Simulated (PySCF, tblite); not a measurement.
Isomers of C5H8N2Si. Calculated harmonic vibrations of the isolated species, GFN2-xTB (tblite), most abundant isotopes, no scaling. Against measured fundamentals such values can be off by several per cent, at times by over 20. Modes of hydrogen on silicon can be 10 to 20 % off. One conformer each.

Electronic energies: PBE0/pcSseg-1 single points on the GFN2-xTB geometries (PySCF, gas phase).

| SMILES | electronic energy, lowest = 0 (kcal/mol) |
| --- | --- |
| [H]/N=C\[SiH2]n1cccc1 | 5.0 |
| [H]/N=C\c1ccn([SiH3])c1 | 1.7 |
| C=Cc1cncn1[SiH3] | 0.0 |
| Cc1cc([SiH3])cnn1 | 19.5 |

Task: How do GFN2-xTB zero-point energies change the relative energies?

Result: 
```json
{"SMILES": "C=Cc1cncn1[SiH3]", "ZPE (kcal/mol)": "72.4", "of it from modes above 1550 cm⁻¹": "34.6", "electronic (kcal/mol)": "0.0", "with ZPE, lowest = 0 (kcal/mol)": "0.0", "lowest mode (cm⁻¹)": "73", "rings": "1"}
{"SMILES": "[H]/N=C\\c1ccn([SiH3])c1", "ZPE (kcal/mol)": "72.5", "of it from modes above 1550 cm⁻¹": "37.0", "electronic (kcal/mol)": "1.7", "with ZPE, lowest = 0 (kcal/mol)": "1.7", "lowest mode (cm⁻¹)": "17i", "rings": "1"}
{"SMILES": "[H]/N=C\\[SiH2]n1cccc1", "ZPE (kcal/mol)": "73.8", "of it from modes above 1550 cm⁻¹": "38.2", "electronic (kcal/mol)": "5.0", "with ZPE, lowest = 0 (kcal/mol)": "6.3", "lowest mode (cm⁻¹)": "37", "rings": "1"}
{"SMILES": "Cc1cc([SiH3])cnn1", "ZPE (kcal/mol)": "71.7", "of it from modes above 1550 cm⁻¹": "31.5", "electronic (kcal/mol)": "19.5", "with ZPE, lowest = 0 (kcal/mol)": "18.9", "lowest mode (cm⁻¹)": "22", "rings": "1"}
```

The zero-point energies span 2.1 kcal/mol, from `Cc1cc([SiH3])cnn1` to `[H]/N=C\[SiH2]n1cccc1`. Slightly imaginary modes are left out of the zero-point energy: `[H]/N=C\c1ccn([SiH3])c1` 16.5i cm⁻¹. The order is unchanged.

Task: And how do the electronic energies of GFN2-xTB itself compare?

Result: `C=Cc1cncn1[SiH3]` 0.0; `[H]/N=C\c1ccn([SiH3])c1` 8.6; `[H]/N=C\[SiH2]n1cccc1` 27.9; `Cc1cc([SiH3])cnn1` 31.7 kcal/mol, lowest = 0. Against the energies above, taken from the same isomer `C=Cc1cncn1[SiH3]`, the largest difference is 22.9 kcal/mol.
